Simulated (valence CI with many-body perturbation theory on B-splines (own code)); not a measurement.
## E1 line list for Ta67+

Level of theory: relativistic CI+MBPT: four valence electrons over a frozen Dirac-Fock core [He], radial functions for each j: 11 s, 11 p, 9 d, 7 f, 5 g, 2 h, 1 i, with the one-electron correlation potential Σ1, the two-electron term Σ2, the three-electron term Σ3, Breit, model QED; selected CI, second order for the rest (own B-spline code, finite nucleus).

The last digits are not significant, and no measured levels were compared; by estimate large intervals hold to a few tenths of a per cent, small ones and those within an open d or f shell to about a per cent. Among the levels kept, up to 270 cm⁻¹ of a level comes from second order outside the variational space, and about a tenth of that is noise between levels of different J, which matters for small intervals.

Lines 151 to 200 of 249 in falling wavelength, among levels below 12412 eV, chosen from the strongest by gf and those to the six lowest levels. Wavelengths and rates use the calculated energies. Electric multipoles are in the length gauge, E1 and E2 with the static RPA response of the core. Weak lines are less certain than strong ones. Lines between different terms over intervals too small for the method are left out, as are lines whose strength nearly cancels.

Levels are named by their leading jj configuration (3d3/2^4 stands for four electrons in 3d with j = 3/2), which in mixed levels can hold well under half, so a name can repeat and another be missing. Letters in brackets count levels of one name in rising energy.

| λ vac (Å) | Upper | Lower | A (s⁻¹) | S (a.u.) with core polarisation | S without |
| --- | --- | --- | --- | --- | --- |
| 1.311 | (2s^2 2p3/2 3d5/2) J=3 | (2s^2 2p3/2^2) J=2 | 2.34e+15 | 1.82e-02 | 1.82e-02 |
| 1.310 | (2s 2p1/2 2p3/2 3p3/2) J=2 [a] | (2s^2 2p3/2^2) J=2 | 3.49e+13 | 1.94e-04 | 1.94e-04 |
| 1.310 | (2s^2 2p3/2 3d5/2) J=1 | (2s^2 2p3/2^2) J=2 | 1.27e+14 | 4.24e-04 | 4.24e-04 |
| 1.306 | (2s 2p1/2 2p3/2 3p3/2) J=2 [b] | (2s^2 2p3/2^2) J=2 | 5.24e+12 | 2.88e-05 | 2.88e-05 |
| 1.305 | (2s 2p1/2 2p3/2 3p3/2) J=3 [b] | (2s^2 2p3/2^2) J=2 | 3.50e+13 | 2.69e-04 | 2.69e-04 |
| 1.304 | (2s 2p1/2^2 3p3/2) J=2 | (2s^2 2p1/2 2p3/2) J=2 | 2.38e+12 | 1.30e-05 | 1.30e-05 |
| 1.301 | (2s 2p1/2^2 3p3/2) J=2 | (2s^2 2p1/2 2p3/2) J=1 | 2.93e+13 | 1.59e-04 | 1.59e-04 |
| 1.297 | (2s 2p1/2 2p3/2 3p3/2) J=3 [c] | (2s^2 2p3/2^2) J=2 | 1.46e+13 | 1.10e-04 | 1.10e-04 |
| 1.295 | (2s 2p1/2 2p3/2 3p3/2) J=2 [d] | (2s^2 2p3/2^2) J=2 | 4.04e+12 | 2.17e-05 | 2.17e-05 |
| 1.240 | (2s 2p1/2 2p3/2 3s) J=2 [b] | (2s 2p1/2^2 2p3/2) J=1 | 6.94e+12 | 3.27e-05 | 3.26e-05 |
| 1.237 | (2s 2p1/2 2p3/2 3s) J=2 [a] | (2s 2p1/2^2 2p3/2) J=2 | 3.32e+13 | 1.55e-04 | 1.55e-04 |
| 1.234 | (2s 2p1/2 2p3/2 3s) J=1 [a] | (2s 2p1/2^2 2p3/2) J=2 | 4.03e+13 | 1.12e-04 | 1.12e-04 |
| 1.233 | (2s 2p1/2 2p3/2 3s) J=0 | (2s 2p1/2^2 2p3/2) J=1 | 5.24e+13 | 4.85e-05 | 4.84e-05 |
| 1.233 | (2s 2p1/2 2p3/2 3s) J=1 [b] | (2s 2p1/2^2 2p3/2) J=1 | 5.00e+13 | 1.39e-04 | 1.38e-04 |
| 1.233 | (2s 2p1/2 2p3/2 3s) J=3 | (2s 2p1/2^2 2p3/2) J=2 | 5.18e+13 | 3.35e-04 | 3.34e-04 |
| 1.233 | (2s 2p1/2 2p3/2 3s) J=1 [c] | (2s 2p1/2^2 2p3/2) J=1 | 5.35e+12 | 1.48e-05 | 1.48e-05 |
| 1.232 | (2s 2p1/2 2p3/2 3s) J=2 [c] | (2s 2p1/2^2 2p3/2) J=1 | 3.72e+13 | 1.72e-04 | 1.71e-04 |
| 1.230 | (2s^2 2p1/2 3s) J=1 | (2s^2 2p1/2^2) J=0 | 5.03e+13 | 1.39e-04 | 1.38e-04 |
| 1.229 | (2s 2p1/2 2p3/2 3s) J=2 [b] | (2s 2p1/2^2 2p3/2) J=2 | 2.00e+13 | 9.19e-05 | 9.16e-05 |
| 1.227 | (2s^2 2p3/2 3s) J=2 | (2s^2 2p1/2 2p3/2) J=2 | 3.21e+13 | 1.46e-04 | 1.46e-04 |
| 1.226 | (2s^2 2p3/2 3s) J=1 | (2s^2 2p1/2 2p3/2) J=2 | 5.03e+13 | 1.37e-04 | 1.37e-04 |
| 1.225 | (2s^2 2p3/2 3s) J=2 | (2s^2 2p1/2 2p3/2) J=1 | 2.56e+13 | 1.16e-04 | 1.16e-04 |
| 1.224 | (2s^2 2p3/2 3s) J=1 | (2s^2 2p1/2 2p3/2) J=1 | 1.24e+13 | 3.37e-05 | 3.36e-05 |
| 1.212 | (2s^2 2p3/2 3p3/2) J=1 | (2s 2p1/2^2 2p3/2) J=1 | 5.72e+12 | 1.51e-05 | 1.51e-05 |
| 1.209 | (2s^2 2p3/2 3p3/2) J=2 | (2s 2p1/2^2 2p3/2) J=1 | 3.64e+12 | 1.59e-05 | 1.59e-05 |
| 1.202 | (2s^2 2p3/2 3p3/2) J=3 | (2s 2p1/2^2 2p3/2) J=2 | 5.31e+12 | 3.19e-05 | 3.18e-05 |
| 1.198 | (2s^2 2p3/2 3p3/2) J=2 | (2s 2p1/2^2 2p3/2) J=2 | 2.84e+12 | 1.21e-05 | 1.20e-05 |
| 1.194 | (2s 2p1/2 2p3/2 3p1/2) J=1 [a] | (2s^2 2p1/2 2p3/2) J=2 | 4.16e+13 | 1.05e-04 | 1.05e-04 |
| 1.191 | (2s 2p1/2 2p3/2 3p1/2) J=1 [a] | (2s^2 2p1/2 2p3/2) J=1 | 1.26e+14 | 3.16e-04 | 3.16e-04 |
| 1.190 | (2s 2p1/2 2p3/2 3p1/2) J=2 [a] | (2s^2 2p1/2 2p3/2) J=1 | 3.23e+14 | 1.34e-03 | 1.34e-03 |
| 1.189 | (2p1/2^2 2p3/2 3p1/2) J=1 | (2s 2p1/2^2 2p3/2) J=1 | 1.43e+14 | 3.57e-04 | 3.57e-04 |
| 1.189 | (2p1/2^2 2p3/2 3p1/2) J=2 | (2s 2p1/2^2 2p3/2) J=1 | 4.02e+14 | 1.67e-03 | 1.67e-03 |
| 1.189 | (2s 2p1/2 2p3/2 3p1/2) J=3 | (2s^2 2p1/2 2p3/2) J=2 | 4.67e+14 | 2.71e-03 | 2.71e-03 |
| 1.187 | (2s 2p1/2^2 3p1/2) J=1 | (2s^2 2p1/2^2) J=0 | 5.17e+14 | 1.28e-03 | 1.28e-03 |
| 1.184 | (2s 2p1/2 2p3/2 3p1/2) J=2 [b] | (2s^2 2p1/2 2p3/2) J=2 | 2.54e+14 | 1.04e-03 | 1.04e-03 |
| 1.182 | (2s 2p1/2 2p3/2 3p1/2) J=2 [b] | (2s^2 2p1/2 2p3/2) J=1 | 3.74e+13 | 1.53e-04 | 1.52e-04 |
| 1.181 | (2s 2p1/2 2p3/2 3p1/2) J=1 [b] | (2s^2 2p1/2 2p3/2) J=2 | 1.28e+14 | 3.13e-04 | 3.13e-04 |
| 1.180 | (2s 2p1/2 2p3/2 3d3/2) J=2 [a] | (2s 2p1/2^2 2p3/2) J=1 | 1.61e+13 | 6.53e-05 | 6.53e-05 |
| 1.180 | (2s 2p1/2 2p3/2 3p1/2) J=2 [c] | (2s^2 2p1/2 2p3/2) J=2 | 2.07e+14 | 8.42e-04 | 8.42e-04 |
| 1.180 | (2s 2p1/2 2p3/2 3d3/2) J=1 [a] | (2s 2p1/2^2 2p3/2) J=1 | 4.04e+12 | 9.84e-06 | 9.84e-06 |
| 1.180 | (2p1/2^2 2p3/2 3p1/2) J=1 | (2s 2p1/2^2 2p3/2) J=2 | 7.76e+14 | 1.88e-03 | 1.88e-03 |
| 1.179 | (2p1/2^2 2p3/2 3p1/2) J=2 | (2s 2p1/2^2 2p3/2) J=2 | 5.01e+14 | 2.03e-03 | 2.03e-03 |
| 1.179 | (2s 2p1/2 2p3/2 3p1/2) J=0 | (2s^2 2p1/2 2p3/2) J=1 | 4.67e+14 | 3.78e-04 | 3.78e-04 |
| 1.179 | (2s 2p1/2 2p3/2 3p1/2) J=1 [b] | (2s^2 2p1/2 2p3/2) J=1 | 3.01e+14 | 7.30e-04 | 7.30e-04 |
| 1.178 | (2s 2p1/2 2p3/2 3p1/2) J=2 [c] | (2s^2 2p1/2 2p3/2) J=1 | 8.10e+13 | 3.27e-04 | 3.27e-04 |
| 1.175 | (2s 2p1/2 2p3/2 3p1/2) J=1 [c] | (2s^2 2p1/2 2p3/2) J=2 | 2.45e+14 | 5.88e-04 | 5.88e-04 |
| 1.174 | (2s 2p1/2 2p3/2 3d3/2) J=2 [b] | (2s 2p1/2^2 2p3/2) J=1 | 3.13e+12 | 1.25e-05 | 1.25e-05 |
| 1.173 | (2s 2p1/2 2p3/2 3p1/2) J=1 [c] | (2s^2 2p1/2 2p3/2) J=1 | 4.51e+13 | 1.08e-04 | 1.08e-04 |
| 1.171 | (2s 2p1/2 2p3/2 3d3/2) J=2 [a] | (2s 2p1/2^2 2p3/2) J=2 | 2.32e+14 | 9.18e-04 | 9.19e-04 |
| 1.171 | (2s 2p1/2 2p3/2 3d3/2) J=1 [a] | (2s 2p1/2^2 2p3/2) J=2 | 6.74e+13 | 1.60e-04 | 1.60e-04 |
